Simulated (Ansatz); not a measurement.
`[F][GaH][SeH]` + H₂O → `[OH][GaH][SeH]` + H–F at 600 K and 1 bar (formal hydrolysis of a Ga–F bond).

Calculated with Ansatz (gas phase, PBE0-D4/def2-TZVP geometries, no zero-point term in ΔE). CCSD(T)/CBS is the MP2 limit (def2-TZVPP, def2-QZVPP) plus CCSD(T) − MP2 in def2-TZVPP, frozen cores. This one scheme is used for every species. For Ga, Se outer-core shells are correlated without core-valence functions, which leaves a few kJ/mol of doubt a bond. Scalar relativity is left out up to krypton. One conformer a species, not always the lowest.

```
         species  CCSD(T)/CBS energy (Eh)  H − E (kJ/mol)  S (J/(mol·K))
 `[F][GaH][SeH]`              -4425.71391            85.6          373.7
             H₂O                -76.37941            76.8          212.8
`[OH][GaH][SeH]`              -4401.68747           120.9          388.2
             H–F               -100.39570            42.3          194.0
```

H − E and S are ideal-gas, rigid-rotor, harmonic terms from PBE0-D4/def2-TZVP, for one conformer and one mirror image of each species. 1 Eh = 2625.50 kJ/mol, R = 8.31446 J/(mol·K).

Q: By hand: ΔE, ΔH, ΔS and ΔG.

A: ΔE = (-4401.68747) + (-100.39570) − (-4425.71391) − (-76.37941) = 0.01015 Eh = 26.6 kJ/mol. Δ(H − E) = 120.9 + 42.3 − 85.6 − 76.8 = 0.8, so ΔH = 27.4 kJ/mol. ΔS = 388.2 + 194.0 − 373.7 − 212.8 = -4.3 J/(mol·K). ΔG = 27.4 − 600 × (-4.3)/1000 = 30.0 kJ/mol.

Q: By hand: the equilibrium constant, and the temperature at which ΔG would vanish if ΔH and ΔS stayed fixed.

A: log₁₀ K = −ΔG/(RT ln 10) = -2.6. ΔH and −TΔS have one sign here, so there is no such temperature.

The number of gas molecules stays the same, so ΔS is small and ΔH decides. A doubt of 5 kJ/mol in ΔE shifts log₁₀ K by 0.4 here. Other conformers and mirror images would add mixing entropy, several J/(mol·K) or more a flexible species. These are equilibria of isolated gas molecules and say nothing of rates. Largest T1 diagnostic: 0.013 (customary marks: 0.02 for closed shells, 0.045 for open ones).

ΔS is within the doubt of such terms, so its sign, and with it that verdict, could turn.
